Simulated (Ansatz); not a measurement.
`C[Te][SiH2]O` + `[CH3][SbH][SiH3]` → `C[Te][SiH2][SiH3]` + `[CH3][SbH][OH]`  (redistribution)

Program: Ansatz. Geometries: PBE0-D4/def2-TZVP. ΔE: electronic, gas phase. CCSD(T)/CBS adds triple-zeta CCSD(T) − MP2 to the extrapolated MP2 energy (def2 sets, frozen cores). DFT in def2-TZVPP. B3LYP here is the variant with VWN-RPA as its local correlation; programs differ in this. def2 core potentials past Kr. For Sb, Te outer-core shells are correlated without core-valence functions, which leaves a few kJ/mol of doubt a bond. Each species was taken in one conformer, which may not be the lowest.

| level | ΔE (kJ/mol) | difference from CCSD(T)/CBS |
| --- | --- | --- |
| PBE0-D4 | 101.5 | -2.2 |
| B3LYP-D4 | 101.9 | -1.8 |
| ωB97X-V | 100.2 | -3.5 |
| ωB97M-V | 108.4 | 4.7 |
| PBE | 92.8 | -10.9 |
| r2SCAN | 101.9 | -1.8 |
| PBE0 | 102.3 | -1.4 |
| MP2/def2-TZVPP | 114.4 | 10.7 |
| SCS-MP2/def2-TZVPP | 109.8 | 6.1 |
| CCSD/def2-TZVPP | 108.5 | 4.8 |
| HF/def2-QZVPP | 116.3 | 12.6 |
| MP2/def2-QZVPP | 112.5 | 8.8 |
| SCS-MP2/def2-QZVPP | 108.1 | 4.4 |
| HF/CBS(def2) | 116.1 | 12.4 |
| MP2/CBS(def2) | 112.3 | 8.6 |
| CCSD/CBS(def2) | 106.4 | 2.7 |
| CCSD(T)/CBS | 103.7 | 0 |

Largest T1 diagnostic among the species: 0.013.

In def2-TZVPP, CCSD(T) changes the Hartree–Fock value by −12.6 kJ/mol (the triples alone add −2.7 kJ/mol) and MP2 by −4.0 kJ/mol. From PBE to PBE0 (25 % exact exchange), in def2-TZVPP and without D4, ΔE moves by +9.5 kJ/mol.
